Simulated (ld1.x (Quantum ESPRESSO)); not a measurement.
## Before and after: TM potential for xenon (Xe)

ld1.x (Quantum ESPRESSO) 7.5 input, shortened:

```
&input
   title='Xe', zed=54., rel=0, dft='PBE', iswitch=3,
   config='[Kr] 4d10 5s2 5p6'
 /
 &inputp
   pseudotype=2, tm=.true., lloc=-1, rcloc=1.15,
   nlcc=.false.
 /
3
5S  1  0   2.00   0.00  1.65  1.65  0.0
4P  2  1   6.00   0.00  1.20  1.20  0.0
4D  3  2  10.00   0.00  0.85  0.85  0.0
 &test
   configts(1)='4p6 4d10 5s2 5p6'
 /
```

Occupied shells without a wave of their own: 5p. They enter only through the test configuration that unscreens the potential.

Change: core correction a·sin(br)/r model core inside 0.50 bohr (5p counted twice).

Cutoffs: the cutoffs (Ry, on a coarse ladder) from which the occupation-weighted sum of valence levels, in a spherical-Bessel basis at the reference potential, stays within 10 and 1 mRy of its value at 400 Ry; they do not see the model core or the augmentation charge, which bear on the density cutoff. Errors are all-electron minus pseudo energies relative to the spin-unpolarised reference configuration.

Q: What does the change do?

A: The potential gets neither clearly harder nor softer (140 Ry and 180 Ry → 140 Ry and 180 Ry); both files keep a bound ghost (s); the number of tests that count goes from 6 to 7; of the 6 tests that both files solve, the error grows in 6 and shrinks in 0 by more than 15 % and 0.3 meV (median size 56.7 → 279.7 meV). In the changed file ld1.x takes every shell without a wave as core, so the model core holds the 5p electrons as well and exchange and correlation see them twice. This cancels in the reference configuration, but the file is broken for other ones, and its errors say nothing about a proper core correction. A model core, the more so a compact one, raises the density cutoff, which this test does not measure.

```csv
quantity,base,changed
"cutoff, loose",140 Ry,140 Ry
"cutoff, tight",180 Ry,180 Ry
bound ghosts,s,s
"tests counted (converged, no solver errors)",6 of 7,7 of 7
"error for 4p6 4d10 5s2 5p5, meV [ΔE 12.57 eV]",-34,-119
"error for 4p6 4d10 5s2 5p4, meV [ΔE 34.27 eV]",-80,-441
"error for 4p6 4d10 5s2 5p3, meV [ΔE 65.86 eV]",-138,-997
"error for 4p6 4d10 5s1 5p6, meV [ΔE 22.89 eV]",-6.0,-71
"error for 4p6 4d9 5s2 5p6, meV [ΔE 70.57 eV]",+18,-80
"error for 4p6 4d10 5s2 5p2, meV [ΔE 107.93 eV]",-208,-1828
s: phases at 1.81 bohr within 0.05 rad from the reference energy up to (Ry; the scan ends near 5),2.6,2.6
p: phases at 1.81 bohr within 0.05 rad from the reference energy up to (Ry; the scan ends near 5),to the end of the scan,to the end of the scan
d: phases at 1.81 bohr within 0.05 rad from the reference energy up to (Ry; the scan ends near 5),to the end of the scan,to the end of the scan
```

Base: Tests not counted: 4p5 4d10 5s2 5p6 (pseudo-atom not self-consistent, printed error -52 meV). ld1.x printed “convergence not achieved” for 6 of the counted tests; their residual had stalled under 1e-8, short of the target of 1e-14. The 5p level has no wave, so the channel is fitted at the deeper level alone: the likely source of the large errors. A true bound ghost makes a file unfit for plane-wave use even where its test errors are small: the radial tests pick states by their node count and pass the ghost by.
